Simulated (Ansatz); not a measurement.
BMe2(CN) (C₃H₆BN), relaxed as a singlet with RKS PBE-D4/def2-SVP in Ansatz, starting from the GFN2-xTB geometry. Force threshold 0.02 eV/Å.

Start:

| atom | x (Å) | y (Å) | z (Å) |
| --- | --- | --- | --- |
| B1 | -0.1849 | 0.1802 | 0.0334 |
| C2 | -0.1295 | -1.0349 | 1.0276 |
| H3 | 0.3637 | -0.7065 | 1.9447 |
| H4 | 0.4380 | -1.8814 | 0.6492 |
| H5 | -1.1151 | -1.3839 | 1.3295 |
| C6 | 0.8232 | 0.3636 | -1.1574 |
| H7 | 0.3346 | 0.0292 | -2.0751 |
| H8 | 1.7323 | -0.2229 | -1.0518 |
| H9 | 1.0979 | 1.4033 | -1.3287 |
| C10 | -1.2705 | 1.2314 | 0.2353 |
| N11 | -2.0897 | 2.0219 | 0.3931 |

Task: Estimate the energy that the relaxation releases and the steps that it takes.

Result: 2.5 kcal/mol, in 5 steps; 5 s on 4 threads of Arm Neoverse V2 on a shared host. No frequencies were taken in this run, so the end may be a saddle point.

Task: Does the start keep its bonding and symmetry?

Result: By distances, no bond broke or formed. The bond that changes most is B1–C10, from 1.52 to 1.56 Å (atoms count from 1). Point group C2 at the start, C2 at the end, both within 0.05 Å.

Task: Predict the relaxed structure.

Result: 
Cartesian coordinates in Å:
```
B -0.169 0.165 0.031
C -0.140 -1.055 1.014
H 0.368 -0.682 1.936
H 0.455 -1.914 0.648
H -1.141 -1.392 1.350
C 0.844 0.373 -1.145
H 0.310 0.023 -2.063
H 1.765 -0.237 -1.060
H 1.099 1.433 -1.344
C -1.278 1.239 0.237
N -2.114 2.049 0.394
```
Bond lengths: 3 × B–C 1.56 to 1.57 Å; 1 × C–N 1.18 Å; 6 × C–H 1.11 to 1.12 Å.
